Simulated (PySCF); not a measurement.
Fill in the blanks.

Species: C6H8F2.
Numbering: `[CH2:1]=[CH:2]/[CH:3]=[CH:4]\[CH2:5][CH:6]([F:7])[F:8]` (hydrogens: H9, H10 on C1; H11 on C2; H12 on C3; H13 on C4; H14, H15 on C5; H16 on C6)

Conformer (atom-mapped SMILES and torsion angles): `[CH2:1]=[CH:2]/[CH:3]=[CH:4]\[CH2:5][CH:6]([F:7])[F:8]`: C1–C2–C3–C4 -179°, C3–C4–C5–C6 -113°, C4–C5–C6–F7 -65°.

```json
{"property": "point group of the GFN2-xTB geometry", "level": "GFN2-xTB", "value": "C1"}
{"property": "rotational constants A, B, C of the GFN2-xTB geometry", "level": "GFN2-xTB", "value": "5.000, 0.834, 0.756 GHz"}
{"property": "dipole moment", "level": "B3LYP/def2-SVPD", "value": "2.33 D"}
{"property": "HOMO energy", "level": "B3LYP/def2-SVPD", "value": "-6.78 eV"}
{"property": "LUMO energy", "level": "B3LYP/def2-SVPD", "value": "?"}
{"property": "lowest singlet excitation", "level": "TDDFT B3LYP/def2-SVPD", "value": "5.62 eV (221 nm, f = 0.714)"}
{"property": "lowest triplet excitation (Tamm–Dancoff)", "level": "TDA B3LYP/def2-SVPD", "value": "?"}
{"property": "static isotropic polarisability", "level": "B3LYP/def2-SVPD", "value": "81.7 au"}
{"property": "electronic spatial extent ⟨r²⟩ about the centre of nuclear charge", "level": "B3LYP/def2-SVPD", "value": "1431 bohr²"}
{"property": "13C chemical shifts (computed TMS as zero) by class", "level": "GIAO PBE0/pcSseg-1", "value": "?"}
{"property": "1H chemical shifts (computed TMS as zero) by class", "level": "GIAO PBE0/pcSseg-1", "value": "6.93 (H11), 6.47 (H12), 5.92 (H16), 5.79 (H13), 5.66 (H10), 5.62 (H9), 2.84 (H14/H15) ppm"}
{"property": "isotropic shieldings of nuclei other than C and H, by class", "level": "GIAO PBE0/pcSseg-1", "value": "?"}
```

Gas-phase values; electronic properties from PySCF, density fitting. The structure is a single GFN2-xTB conformer in the gas phase; no vibrational or solvent corrections. NMR classes are plain means over equivalent atoms (diastereotopic ones count apart unless rotation or inversion swaps them), as if these changed places fast; in this geometry the members of some classes differ.

Task: The isotropic shieldings of nuclei other than C and H, by class?

Result: 303 (F7/F8) ppm.

Task: What is the lowest triplet excitation (Tamm–Dancoff)?

Result: 3.20 eV.

Task: What are the 13C chemical shifts (computed TMS as zero) by class?

Result: 141.4 (C3), 138.4 (C2), 131.5 (C4), 127.8 (C1), 123.7 (C6), 38.7 (C5) ppm.

Task: Give the LUMO energy.

Result: -1.34 eV.

The principal polarisabilities are 56.3, 67.7 and 121.2 au; their mean is the isotropic value. The dipole matches unit charges of opposite sign 0.48 Å apart (1 e·Å = 4.8032 D). No computed singlet falls in the visible range (750 to 380 nm, 1.65 to 3.26 eV); S1 lies 2.36 eV above its blue end. The largest Löwdin shares of the LUMO are 0.26 on C1, 0.22 on C4, 0.17 on C2 and 0.14 on C3.

For the TDDFT job (B3LYP/def2-SVPD), on x86-64 server, one thread, no GPU, shared host, this took 59 s wall, 52 s CPU.
